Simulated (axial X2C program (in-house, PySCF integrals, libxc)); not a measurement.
Working with the constants of InBr

A bond curve at the CCSD(T) level, with spin–orbit coupling, was computed with an in-house relativistic program for diatomic molecules (basis In dyall-cv3z [11s12p9d4f1g], Br dyall-cv3z [8s9p6d4f1g] (cores contracted in-house)) for the state Ω = 0 (closed shell). Its fit gives Re = 2.5820 Å, ωe = 218.2 cm⁻¹, ωexe = 0.492 cm⁻¹ and αe = 1.809e-04 cm⁻¹; the masses are 114.9039 and 78.9183 u. Two-component means X2C with spin–orbit coupling and atomic mean-field Coulomb and Gaunt terms.

Correlated methods: 10 electrons correlated (number of frozen shells: In 4 s, 3 p, 2 d; Br 3 s, 2 p, 1 d), 274 virtual spin orbitals or spinors in MP2, 90 natural virtuals in coupled cluster.

(1) Find the reduced mass, Be and the force constant.

(2) Estimate De from a Morse curve and compare with the computed well depth of 3.731 eV to In + Br.

(3) Where do the fundamental and the first overtone lie?

(4) Estimate the centrifugal constant by the Kratzer relation.

(5) Give B0, the J = 1←0 line in GHz and the most populated J at 300 K (kT = 208.5 cm⁻¹).

The state is a single determinant with fixed occupations, the lowest that a limited PBE0 search found. Dissociation energies refer to the lowest single-determinant-based atoms at the same level and basis. CCSD and (T) use frozen natural virtuals with an MP2 correction for the truncation; (T) itself is uncorrected, so its De runs slightly low. With the outer-core shells frozen, correlated bond lengths of heavy atoms tend to come out a few hundredths of an ångström too long.

Answers

(1) From the CCSD(T) values: μ = 46.7853 u. Be = 16.8576/(μ Re²) = 0.05405 cm⁻¹. k = 5.8918×10⁻⁷ μ ωe² = 1.31 mdyn/Å.

(2) De(Morse) = ωe²/(4ωexe) = 3.000 eV against 3.731 eV computed, a ratio of 0.80. The extrapolation falls short: long-range attraction (ionic or ion–induced dipole) or a change of character along the curve can cause this.

(3) ν(1←0) = ωe − 2ωexe = 217.2 cm⁻¹; ν(2←0) = 2ωe − 6ωexe = 433.4 cm⁻¹.

(4) D = 4Be³/ωe² = 1.33e-08 cm⁻¹.

(5) B0 = Be − αe/2 = 0.05396 cm⁻¹; 2B0 = 3.235 GHz; J(max) ≈ √(kT/2B0) − 1/2 = 43.5, so J = 43.
